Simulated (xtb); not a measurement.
GeI₄, charge -1, doublet, at a GFN2-xTB geometry (a state made from the parent by changing its charge; the spin is typed, not shown lowest). Base run: GFN2-xTB (xtb).

Geometry (Å):
```xyz
5

I     -1.0150     2.4431    -0.8307
Ge     0.0000     0.0000     0.0000
I     -1.8932    -1.9806    -0.4265
I      0.6148     0.1247     2.7010
I      2.2934    -0.5872    -1.4438
```
Charge -1, spin multiplicity 2.
All else is at xtb's defaults.
Base energy -17.67947 Eh.

Variants of this job, named by their change:

```csv
change,ΔE vs base (kcal/mol),G_solv (kcal/mol),SCF cycles
base,0.000,-,13
gbsa = water,-42.27,-42.27,12
file = coord,0.000,-,13
etemp = 3000,-1.89,-,13
etemp = 10000,-45.48,-,12
acc = 0.0001,0.000,-,16
alpb = toluene,-41.63,-41.63,13
```

ALPB and GBSA are two models with their own fitted parameters for each solvent, which aren't always the measured dielectric constant.
